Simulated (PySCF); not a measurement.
Dipole response of O²⁺ (oxygen, charge +2)

[He] 2s2 2p2, high-spin 3P determinant. All numbers are calculated (PySCF 2.14, scalar relativity by spin-free X2C-1e, in aug-cc-pVTZ-DK). Coupled (time-dependent) response in atomic units; α is the mean over directions.

| method | mean α (bohr³) | α xx, yy, zz | C₆ (like pair) | S(−4) |
| --- | --- | --- | --- | --- |
| UHF | 1.794 | 1.910, 1.736, 1.736 | 2.351 | 3.574 |
| PBE | 1.745 | 1.862, 1.686, 1.686 | 2.345 | 2.771 |
| PBE0 | 1.742 | 1.861, 1.683, 1.683 | 2.327 | 2.844 |
| r2SCAN0 | 1.757 | 1.876, 1.698, 1.698 | 2.384 | 2.896 |
| M06 | 1.675 | 1.807, 1.609, 1.609 | 2.206 | 2.450 |

S(−4) is the Cauchy moment in α(ω) = α(0) + S(−4) ω² + …

α(iu) at r2SCAN0:

| u (hartree) | α(iu) (bohr³) |
| --- | --- |
| 0 | 1.757 |
| 0.0500 | 1.750 |
| 0.100 | 1.729 |
| 0.200 | 1.654 |
| 0.300 | 1.550 |
| 0.500 | 1.321 |
| 0.750 | 1.070 |
| 1.00 | 0.8769 |
| 1.50 | 0.6156 |
| 2.00 | 0.4527 |
| 3.00 | 0.2705 |
| 5.00 | 0.1256 |

A single London oscillator, α(iu) = α/(1 + u²/ω²), gives C₆ = (3/4) ω α². Matching the computed C₆ needs ω = 4 × 2.384 / (3 × 1.757²) = 1.03 hartree.

For an ion, C₆ is the dispersion term alone; charge-induced terms of lower order in 1/R come first.

The components differ because the open shell of this determinant is not spherical; for a pure term their mean is the scalar polarisability.
